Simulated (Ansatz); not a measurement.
A nudged elastic band was laid between two geometries of FH3OSi + H2Se (9 atoms, charge 0, multiplicity 1).

Method: Ansatz, RKS BLYP-D4/def2-SVP.

| Quantity | Value |
| --- | --- |
| movable images | 9 |
| climbing image | yes |
| spring | 5.0 eV/Å² |
| optimiser | quadratic models (default) |
| start path | through a guess of the saddle point |
| force threshold | 0.5 eV/Å |
| iteration limit | 60 |
| end points | relaxed |

First end point:

```xyz
9
Properties=species:S:1:pos:R:3
Si -0.605 0.743 0.037
F 1.042 0.813 0.075
H -0.973 0.375 -1.365
H -1.074 -0.210 1.076
O -1.234 2.227 0.476
H 1.769 -1.380 -0.479
Se 1.074 -2.692 -0.569
H -1.118 2.954 -0.164
H 1.119 -2.831 0.913
```

Last end point:

```xyz
9
Properties=species:S:1:pos:R:3
Si -1.109 -0.067 -0.065
F 1.885 1.095 -0.640
H -1.493 0.105 -1.504
H -2.257 -0.539 0.761
O -0.477 1.276 0.684
H 1.753 0.140 -0.562
Se 0.530 -1.766 -0.229
H 0.403 1.531 0.312
H 0.766 -1.775 1.242
```

What changes between the two ends?

Bonds broken: Si1–F2, H6–Se7. Bonds formed: Si1–Se7, F2–H6. FH3OSi + H2Se becomes FH + H4OSeSi.

What energy profile does the band end with?

The run converged. The highest image is number 6 of 0 to 10, 1.51 eV above the first end and 1.02 eV above the last; the last end lies 0.49 eV above the first. The threshold of 0.5 eV/Å is loose, so the images may lie well off the minimum-energy path. The order of the stationary point at the top wasn't checked. The orbitals stay closed-shell, which can raise the energy where a bond breaks towards radicals; this wasn't checked here.

```json
{"image": "0", "path coordinate (Å)": "0.00", "energy (eV)": "0.00", "Si1–F2 (Å)": "1.65", "H6–Se7 (Å)": "1.49", "Si1–Se7 (Å)": "3.87"}
{"image": "1", "path coordinate (Å)": "0.50", "energy (eV)": "0.01", "Si1–F2 (Å)": "1.65", "H6–Se7 (Å)": "1.49", "Si1–Se7 (Å)": "3.91"}
{"image": "2", "path coordinate (Å)": "0.99", "energy (eV)": "0.04", "Si1–F2 (Å)": "1.65", "H6–Se7 (Å)": "1.49", "Si1–Se7 (Å)": "3.82"}
{"image": "3", "path coordinate (Å)": "1.49", "energy (eV)": "0.15", "Si1–F2 (Å)": "1.66", "H6–Se7 (Å)": "1.49", "Si1–Se7 (Å)": "3.56"}
{"image": "4", "path coordinate (Å)": "1.99", "energy (eV)": "0.48", "Si1–F2 (Å)": "1.69", "H6–Se7 (Å)": "1.50", "Si1–Se7 (Å)": "3.20"}
{"image": "5", "path coordinate (Å)": "2.49", "energy (eV)": "1.14", "Si1–F2 (Å)": "1.80", "H6–Se7 (Å)": "1.58", "Si1–Se7 (Å)": "2.83"}
{"image": "6", "path coordinate (Å)": "2.99", "energy (eV)": "1.51", "Si1–F2 (Å)": "2.11", "H6–Se7 (Å)": "1.90", "Si1–Se7 (Å)": "2.62"}
{"image": "7", "path coordinate (Å)": "3.49", "energy (eV)": "1.16", "Si1–F2 (Å)": "2.51", "H6–Se7 (Å)": "2.04", "Si1–Se7 (Å)": "2.48"}
{"image": "8", "path coordinate (Å)": "3.99", "energy (eV)": "0.80", "Si1–F2 (Å)": "2.85", "H6–Se7 (Å)": "2.15", "Si1–Se7 (Å)": "2.40"}
{"image": "9", "path coordinate (Å)": "4.49", "energy (eV)": "0.57", "Si1–F2 (Å)": "3.07", "H6–Se7 (Å)": "2.24", "Si1–Se7 (Å)": "2.38"}
{"image": "10", "path coordinate (Å)": "4.99", "energy (eV)": "0.49", "Si1–F2 (Å)": "3.26", "H6–Se7 (Å)": "2.29", "Si1–Se7 (Å)": "2.37"}
```

What is the geometry of the highest image?


```xyz
9
Properties=species:S:1:pos:R:3
Si -0.708 0.173 -0.096
F 1.326 0.651 -0.393
H -1.073 0.196 -1.539
H -1.635 -0.501 0.845
O -0.781 1.686 0.630
H 1.540 -0.378 -0.463
Se 0.642 -2.053 -0.360
H -0.243 2.420 0.283
H 0.933 -2.195 1.093
```

The band took 8 iterations and roughly 5 core-minutes.

Time of the run: 2.6 min on 2 threads of Intel(R) Xeon(R) Platinum 8259CL CPU @ 2.50GHz (Skylake/Cascade Lake), with other jobs on the host, peak memory 0.18 GiB.
